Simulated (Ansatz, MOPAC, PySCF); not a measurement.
Two conformers of CH5BO2 (SMILES COBO), B3LYP-D3(BJ)/def2-TZVP minima.
Conformer 1 (charge 0, multiplicity 1, Z-matrix in Å and degrees):
```
O
B 1 1.3509
O 2 1.3684 1 119.95
H 3 0.9607 2 113.25 1 -180.00
C 1 1.4278 2 121.12 3 0.01
H 5 1.0883 1 107.24 2 -179.99
H 5 1.0913 6 109.52 1 120.44
H 5 1.0913 6 109.52 7 119.11
H 2 1.1944 1 118.02 5 -179.99
```
Conformer 2 (charge 0, multiplicity 1, Z-matrix in Å and degrees):
```
O
B 1 1.3612
O 2 1.3648 1 124.82
H 3 0.9629 2 115.82 1 -0.01
C 1 1.4204 2 122.26 3 0.01
H 5 1.0882 1 107.68 2 -179.88
H 5 1.0944 6 108.47 1 120.71
H 5 1.0944 6 108.47 7 118.58
H 2 1.1892 1 117.45 5 -180.00
```

No zero-point or thermal terms.

Rows in 6-31G* carry no dispersion term and start afresh at each structure (6-31G* with six Cartesian d functions). The state that PM7 reach isn't checked; PM7 holds dispersion and hydrogen-bond terms.

Run with Ansatz (a program for electronic structure); MOPAC for PM7 (differences of heats of formation); PySCF for 6-31G* rows, the dispersion terms. Each number belongs to the level named beside it.

Task: What is the computed electronic energy of conformer 2 less that of conformer 1 (PM7)?

Result: -10 kJ/mol
